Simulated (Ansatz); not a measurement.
These are PBE0-D3(BJ)/def2-TZVP (Ansatz, a program for electronic structure) values and carry that method's errors. No frequencies were computed at this level.

Ansatz 0.2 input:
```yaml
crystal:
  periodic: [false, false, false]
  atoms:
    - { symbol: B, position_ang: [0.984331, 0.105426, -0.130382] }
    - { symbol: C, position_ang: [-0.466306, -0.445997, -0.090694] }
    - { symbol: N, position_ang: [-1.534498, 0.104631, 0.306644] }
    - { symbol: H, position_ang: [1.681774, -0.036576, 0.795719] }
    - { symbol: H, position_ang: [1.357258, 0.682846, -1.074474] }
    - { symbol: H, position_ang: [-0.613923, -1.468567, -0.458459] }
    - { symbol: H, position_ang: [-1.408635, 1.058238, 0.651648] }
basis:
  gaussian: { orbitals: def2-tzvp }
hamiltonian:
  xc: pbe0
  dispersion: d3bj
relax:
  max_steps: 150
```

Output:

```
Functional definition: PBE0
680 factors; their error is unknown
mean field evaluation 1: about -3259.0858 eV, gradient 4.6e1 eV
mean field evaluation 2: about -3250.6072 eV, gradient 7.3e1 eV
mean field evaluation 4: about -3263.6441 eV, gradient 5.4e0 eV
mean field evaluation 8: about -3263.7106 eV, gradient 4.0e-2 eV
mean field evaluation 16: about -3263.7062 eV, gradient 2.5e-5 eV
mean field -3263.70621834 eV, -119.9389913046 hartree, gradient 2.5e-5 eV, S^2 0.000000; 0 other end points of the search recorded, 0 dependent functions left out
reference -3263.70624568 eV, -119.9389923092 hartree; 11, 11 occupied and 106, 106 virtual orbitals, 680 factors
relax step   1: F+E_penalty+E_count = -3263.78537498 eV  Δ(F+E_penalty+E_count) = +0.000e0 eV  max|allowed force component| = 7.594e-1 eV/Å  Δτ_max = 0.0000 Å  (27 SCF iters, accepted)
these checks for a lower state are left out or cut short: starts, cluster_reference, orbital_swaps, neighbouring_geometries, increment
680 factors; their error is unknown
mean field -3263.72864355 eV, -119.9398154157 hartree, gradient 1.3e-5 eV, S^2 0.000000; 0 other end points of the search recorded, 0 dependent functions left out
reference -3263.72867079 eV, -119.9398164166 hartree; 11, 11 occupied and 106, 106 virtual orbitals, 680 factors
relax step   2: F+E_penalty+E_count = -3263.80767915 eV  Δ(F+E_penalty+E_count) = -2.230e-2 eV  max|allowed force component| = 3.989e-1 eV/Å  Δτ_max = 0.0408 Å  (31 SCF iters, accepted)
these checks for a lower state are left out or cut short: starts, cluster_reference, orbital_swaps, neighbouring_geometries, increment
680 factors; their error is unknown
mean field -3263.73942810 eV, -119.9402117407 hartree, gradient 1.2e-5 eV, S^2 0.000000; 0 other end points of the search recorded, 0 dependent functions left out
reference -3263.73945533 eV, -119.9402127412 hartree; 11, 11 occupied and 106, 106 virtual orbitals, 680 factors
relax step   3: F+E_penalty+E_count = -3263.81850402 eV  Δ(F+E_penalty+E_count) = -1.082e-2 eV  max|allowed force component| = 9.112e-2 eV/Å  Δτ_max = 0.0233 Å  (32 SCF iters, accepted)
these checks for a lower state are left out or cut short: starts, cluster_reference, orbital_swaps, neighbouring_geometries, increment
680 factors; their error is unknown
mean field evaluation 32: about -3263.7424 eV, gradient 7.8e-1 eV
mean field -3263.74135359 eV, -119.9402825010 hartree, gradient 1.3e-5 eV, S^2 0.000000; 0 other end points of the search recorded, 0 dependent functions left out
reference -3263.74138077 eV, -119.9402834999 hartree; 11, 11 occupied and 106, 106 virtual orbitals, 680 factors
relax step   4: F+E_penalty+E_count = -3263.82053992 eV  Δ(F+E_penalty+E_count) = -2.036e-3 eV  max|allowed force component| = 1.050e-1 eV/Å  Δτ_max = 0.0188 Å  (33 SCF iters, accepted)
these checks for a lower state are left out or cut short: starts, cluster_reference, orbital_swaps, neighbouring_geometries, increment
680 factors; their error is unknown
mean field -3263.74566588 eV, -119.9404409747 hartree, gradient 1.8e-5 eV, S^2 0.000000; 0 other end points of the search recorded, 0 dependent functions left out
reference -3263.74569292 eV, -119.9404419684 hartree; 11, 11 occupied and 106, 106 virtual orbitals, 680 factors
relax step   5: F+E_penalty+E_count = -3263.82522793 eV  Δ(F+E_penalty+E_count) = -4.688e-3 eV  max|allowed force component| = 1.301e-1 eV/Å  Δτ_max = 0.0708 Å  (30 SCF iters, accepted)
these checks for a lower state are left out or cut short: starts, cluster_reference, orbital_swaps, neighbouring_geometries, increment
680 factors; their error is unknown
mean field -3263.74775074 eV, -119.9405175921 hartree, gradient 1.7e-5 eV, S^2 0.000000; 0 other end points of the search recorded, 0 dependent functions left out
reference -3263.74777775 eV, -119.9405185845 hartree; 11, 11 occupied and 106, 106 virtual orbitals, 680 factors
relax step   6: F+E_penalty+E_count = -3263.82762229 eV  Δ(F+E_penalty+E_count) = -2.394e-3 eV  max|allowed force component| = 1.014e-1 eV/Å  Δτ_max = 0.0473 Å  (30 SCF iters, accepted)
these checks for a lower state are left out or cut short: starts, cluster_reference, orbital_swaps, neighbouring_geometries, increment
680 factors; their error is unknown
mean field -3263.74819103 eV, -119.9405337725 hartree, gradient 1.3e-5 eV, S^2 0.000000; 0 other end points of the search recorded, 0 dependent functions left out
reference -3263.74821802 eV, -119.9405347643 hartree; 11, 11 occupied and 106, 106 virtual orbitals, 680 factors
relax step   7: F+E_penalty+E_count = -3263.82808571 eV  Δ(F+E_penalty+E_count) = -4.634e-4 eV  max|allowed force component| = 1.458e-2 eV/Å  Δτ_max = 0.0090 Å  (33 SCF iters, accepted)
these checks for a lower state are left out or cut short: starts, cluster_reference, orbital_swaps, neighbouring_geometries, increment
680 factors; their error is unknown
mean field evaluation 64: about -3263.7482 eV, gradient 5.0e-3 eV
mean field -3263.74817055 eV, -119.9405330197 hartree, gradient 1.3e-5 eV, S^2 0.000000; 0 other end points of the search recorded, 0 dependent functions left out
reference -3263.74819753 eV, -119.9405340113 hartree; 11, 11 occupied and 106, 106 virtual orbitals, 680 factors
relax step   8: F+E_penalty+E_count = -3263.82810274 eV  Δ(F+E_penalty+E_count) = -1.703e-5 eV  max|allowed force component| = 7.256e-3 eV/Å  Δτ_max = 0.0064 Å  (33 SCF iters, accepted)
680 factors; their error is unknown
mean field -3263.74817055 eV, -119.9405330197 hartree, gradient 1.3e-5 eV, S^2 0.000000; 1 other end points of the search recorded, 0 dependent functions left out
reference -3263.74819753 eV, -119.9405340113 hartree; 11, 11 occupied and 106, 106 virtual orbitals, 680 factors
Total energy: -3263.82812973 eV, -119.9434714652 hartree
Atom 0 at     0.937520     0.108676    -0.121001 Å, force    -0.001521    -0.000543     0.005107 eV/Å
Atom 1 at    -0.478273    -0.527011    -0.119393 Å, force    -0.001657     0.004040    -0.006580 eV/Å
Atom 2 at    -1.489431     0.124377     0.305521 Å, force     0.003005    -0.003426     0.007256 eV/Å
Atom 3 at     1.634912     0.020416     0.846213 Å, force     0.000823     0.000357    -0.000387 eV/Å
Atom 4 at     1.304231     0.753651    -1.058679 Å, force    -0.001092    -0.002015    -0.000001 eV/Å
Atom 5 at    -0.675576    -1.545022    -0.476863 Å, force     0.000924    -0.000588    -0.001317 eV/Å
Atom 6 at    -1.233382     1.064915     0.624204 Å, force    -0.000482     0.002175    -0.004077 eV/Å
Dipole moment:     0.367169     0.018156    -0.056353 e Å
```

Cost: very roughly 20 core-seconds.
